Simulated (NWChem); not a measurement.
Species: MgSiH₃Cl; SMILES [SiH3][Mg][Cl]

Program: NWChem. Pople sets run with spherical d functions. Medium grid unless said otherwise, to which SCAN and Minnesota functionals are sensitive. Structure relaxed at the PBE0/def2-SVP level. Hybrids' shares of exact exchange are those that their runs print; pure functionals count as 0. The functionals differ in more than this share.

```csv
row,share of exact exchange,highest occupied level (eV)
PBE/6-31G*,0.00,-6.49
SCAN/6-31G*,0.00,-6.72
TPSSh/6-31G*,0.10,withheld
B3LYP/6-31G*,0.20,-7.29
PBE0/6-31G*,0.25,-7.51
PW6B95/6-31G*,0.28,-7.53
MN15/6-31G*,0.44,-7.92
```

Q: Fit a straight line of the last column on the one before it, predict the withheld value, and compare with the run.

A: 
1. Means of the 6 shown rows: x = 0.195, y = -7.243. Slope Σ(x − x̄)(y − ȳ)/Σ(x − x̄)² = -0.4540/0.1464 = -3.102; intercept -6.638.
2. The shown rows scatter about the line by 0.088 (root mean square); the largest residual is +0.15, at PBE/6-31G*.
3. At x = 0.10 (TPSSh/6-31G*; inside the shown range) the line gives -6.95.
4. The run gives -6.99, -0.04 from the line, 0.5 times the scatter.
